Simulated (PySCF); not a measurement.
CH₈Si₂, SMILES [SiH3]C[SiH3].

Geometry: PBE-D3(BJ)/def2-SVP.

Level of theory: TDDFT-PBE/def2-SVPD run with PySCF.

Vertical excitations. 

Computed UV-visible absorptions:
```csv
state,energy (eV),λ (nm),f,main pairs
S1,7.05,176,0.011,HOMO→LUMO 98 %
S2,7.30,170,0.000,HOMO−1→LUMO 99 %
S3,7.54,164,0.010,HOMO−2→LUMO 99 %
S4,7.58,164,0.000,HOMO−3→LUMO 99 %
S5,7.65,162,0.071,HOMO→LUMO+1 81 %
S6,7.78,159,0.071,"HOMO→LUMO+2 80 %, HOMO−4→LUMO 18 %"
S7,7.85,158,0.022,HOMO−1→LUMO+1 95 %
S8,8.00,155,0.254,"HOMO−4→LUMO 69 %, HOMO→LUMO+2 12 %"
S9,8.02,155,0.006,HOMO→LUMO+3 95 %
S10,8.03,154,0.000,HOMO−2→LUMO+1 92 %
T1,6.73,184,0,HOMO→LUMO 98 %
T2,7.02,177,0,HOMO−1→LUMO 98 %
T3,7.11,174,0,HOMO→LUMO+1 96 %
T4,7.29,170,0,HOMO−2→LUMO 98 %
```
Triplets are in the Tamm–Dancoff approximation, which puts them higher than full response would, so one can lie above its singlet here.
